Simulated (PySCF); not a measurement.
Species: C4H13NOSi.
InChI=1S/C4H13NOSi/c1-5(2)7(4)6-3/h7H,1-4H3/t7-/m0/s1

Torsions of this conformer, `[CH3:1][O:2][Si@@H:3]([CH3:4])[N:5]([CH3:6])[CH3:7]`: C1–O2–Si3–C4 70°, O2–Si3–N5–C6 -90°.

The closed-shell ground state was solved at several levels (PySCF, density fitting, gas phase, non-relativistic). Geometry: PBE0-D3(BJ)/def2-SVP, one conformer, isolated molecule.

```tsv
level	basis functions	HOMO (eV)	LUMO (eV)	gap (eV)	dipole (D)
CAM-B3LYP/def2-SVPD	251	-7.77	1.24	9.01	0.63
PBE0/pcSseg-1	191	-6.35	1.38	7.73	0.57
```

(1) What might wB97X-D/pcSseg-1 (191 basis functions) give for the same quantities?

(2) Over all these levels, which gives the widest orbital gap and which the narrowest?

(3) How far do the dipole and the HOMO energy spread over the levels?

Results:

(1) HOMO -8.22 eV, LUMO 3.19 eV, gap 11.41 eV, dipole 0.55 D.

(2) wB97X-D/pcSseg-1 (range-separated hybrid) has the widest, 11.41 eV, and PBE0/pcSseg-1 (global hybrid, 25 % exact exchange) the narrowest, 7.73 eV. The two share the basis. From the narrowest to the widest the HOMO moves by -1.87 eV and the LUMO by +1.81 eV.

(3) The dipole runs from 0.55 to 0.63 D (mean 0.58 D) and the HOMO from -8.22 to -6.35 eV.
